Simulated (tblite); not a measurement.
Species: C5H7ClF (doublet state).
SMILES with atom numbers: `[CH2:1][C@@H:2]1[C@@H:3]([CH3:4])[C@:5]1([F:6])[Cl:7]` (hydrogens: H8, H9 on C1; H10 on C2; H11 on C3; H12, H13, H14 on C4)

Geometry (GFN2-xTB, Å), atoms numbered from 1 in this order:
```xyz
14
C5H7ClF angstrom
C      2.0450   -0.2216    0.3552
C      0.6393   -0.0212    0.4907
C     -0.3172   -0.1397   -0.7168
C     -1.6503   -0.8202   -0.5518
C     -0.0732    1.1939   -0.1152
F     -1.0557    1.7519    0.6373
Cl     0.8176    2.4299   -0.9729
H      2.6185   -0.6186    1.1677
H      2.5489    0.0523   -0.5506
H      0.2080   -0.3208    1.4391
H      0.1734   -0.3142   -1.6664
H     -2.1044   -0.5531    0.3991
H     -2.3254   -0.5187   -1.3511
H     -1.5251   -1.9003   -0.5914
```

Level: GFN2-xTB in tblite, geometry and Hessian alike; calculated harmonic values, unscaled, isolated species. This tight-binding method is rough: wavenumbers can miss measured ones by several per cent, in bad cases by 10 to 20. One conformer, not necessarily the lowest. Open shells enter through the occupations alone, without spin polarisation, and single modes of such species can be off by tens of per cent.

Harmonic wavenumbers (cm⁻¹): 146.6, 153.9, 186.9, 209.8, 237.4, 266.6, 334.3, 356.5, 463.2, 482.9, 556.9, 605.7, 788.0, 856.2, 917.5, 950.6, 1014.3, 1031.3, 1091.7, 1102.0, 1146.3, 1203.0, 1231.2, 1282.6, 1393.6, 1407.4, 1410.9, 1480.5, 1482.9, 3021.5, 3032.4, 3044.4, 3047.1, 3059.1, 3148.1, 3193.3.

A = 2684, B = 1906, C = 1437 MHz; mass 121.022 u (most abundant isotopes); point group C1, symmetry number 1; spin multiplicity 2.

Q: What is the zero-point energy?

A: Half the sum of the wavenumbers: 22668 cm⁻¹ = 271.17 kJ/mol.

Q: What is S at 350 K and 1 bar for an ideal gas of classical rigid rotors and harmonic oscillators?

A: Translation 172.00, rotation 119.87, vibration 96.79, spin (R ln 2) 5.76: S = 394.4 J/(mol K).

Q: And Cp and H(350 K) − H(0)?

A: Cp = 147.75 J/(mol K), of which vibrations give 114.49 (their classical limit is 36 R = 299.3); H(350 K) − H(0) = 31.36 kJ/mol without the zero-point energy, 19.72 from vibrations.

Q: What must be added to the electronic energy to get the Gibbs energy at 350 K and 1 bar?

A: ZPE + [H(350 K) − H(0)] − T·S = 271.17 + 31.36 − 138.05 = 164.48 kJ/mol.

Q: Blend soft modes into free rotors: weight 1/[1 + (100 cm⁻¹/ν̃)⁴] for the oscillator and the rest for a rotor with moment μB/(μ + B), μ = h/(8π²ν), B = 10⁻⁴⁴ kg m². What vibrational entropy results?

A: 96.27 J/(mol K) in place of 96.79, which changes −T·S at 350 K by +0.18 kJ/mol.

Q: How do the functions run with temperature in this model?

A: 
```tsv
T (K)	S (J/(mol K))	Cp (J/(mol K))	H − H(0) (kJ/mol)	G − H(0) (kJ/mol)	ln q(vib)
150	299.4	83.8	8.03	-36.88	1.16
250	350.1	116.9	18.10	-69.43	2.95
298.15	372.0	132.1	24.10	-86.82	3.87
400	415.1	161.9	39.10	-126.93	5.84
600	489.7	206.2	76.21	-217.62	9.67
900	581.8	247.1	144.74	-378.85	15.05
```

q(vib) and H(0) count from the zero-point level.

Q: Which modes carry the vibrational entropy at 350 K?

A: 146.6 cm⁻¹: 12.65; 153.9 cm⁻¹: 12.26; 186.9 cm⁻¹: 10.71; 209.8 cm⁻¹: 9.80; 237.4 cm⁻¹: 8.84; 266.6 cm⁻¹: 7.96 J/(mol K); the other 30 give 34.58 together.

Hindered rotation and anharmonicity are outside this model. Other conformers, if any are populated, would add a mixing term that is left out. The structure is chiral; the term R ln 2 for an equal mix with its mirror image is left out.

Time: 0.35 s. Hardware: Arm Neoverse V2, one thread, shared host. The figure is for the frequency step alone.
